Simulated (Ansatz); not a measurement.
# Worked example: In(CH3)2(NH2) + MgH(OH) → In(CH3)2(OH) + MgH(NH2)

Species: In(CH3)2(NH2), singlet; MgH(OH), singlet; In(CH3)2(OH), singlet; MgH(NH2), singlet. The partners trade NH2 for OH: In–NH2 and Mg–OH bonds give way to In–OH and Mg–NH2.

Shapes, held fixed at every level: PBE0-D4/def2-TZVP. Programs: Ansatz 0.2.0. Electronic energies: no zero-point or thermal term.

At CCSD(T)/def2-TZVPP; 1 Eh = 2625.50 kJ/mol:

```
      species  energy (Eh)
In(CH3)2(NH2)  -325.042736
      MgH(OH)  -276.174879
 In(CH3)2(OH)  -344.913313
     MgH(NH2)  -256.289813
```

Task: Work out ΔE of the reaction at this level.

Result: 
1. Products less reactants: (-344.913313) + (-256.289813) − [(-325.042736) + (-276.174879)] = 0.014489 Eh = +38.0 kJ/mol.

Other levels give +35.6 (r2SCAN-D4/def2-TZVPP) to +47.5 kJ/mol (MP2/def2-SVP). No measured value is set beside it here. For atoms past krypton def2 sets carry core potentials with scalar relativity. Outer-core shells of In, Mg are correlated, in sets that cover them unevenly.
